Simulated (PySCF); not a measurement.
C₃H₅BO₂, SMILES C=C1OCB1O.

Geometry: PBE0-D3(BJ)/def2-SVP. This is a generated structure with no PubChem entry under its InChIKey; it may be hypothetical. Other conformers were not sampled.

Two levels are set side by side: PBE/def2-TZVP (PySCF) and B3LYP/def2-TZVP (PySCF). Same geometry, gas phase. Differences are taken from unrounded values.

```json
[
 {"quantity": "orbital gap (eV)", "B3LYP": "5.05", "PBE": "3.37", "PBE minus B3LYP": "-1.68"},
 {"quantity": "highest occupied level (eV)", "B3LYP": "-6.33", "PBE": "-5.36", "PBE minus B3LYP": "0.97"},
 {"quantity": "lowest empty level (eV)", "B3LYP": "-1.28", "PBE": "-2.00", "PBE minus B3LYP": "-0.71"},
 {"quantity": "dipole moment (D)", "B3LYP": "2.91", "PBE": "2.83", "PBE minus B3LYP": "-0.08"},
 {"quantity": "mean polarisability (bohr³)", "B3LYP": "57.2", "PBE": "58.9", "PBE minus B3LYP": "1.7"}
]
```

Without exact exchange PBE keeps part of each electron's self-repulsion, which lifts occupied levels and narrows the gap. Differences between two approximate levels are no errors against the true value.

Rough cost on one machine, each run with all the roots and properties that it gave: B3LYP against PBE within a factor of 2.
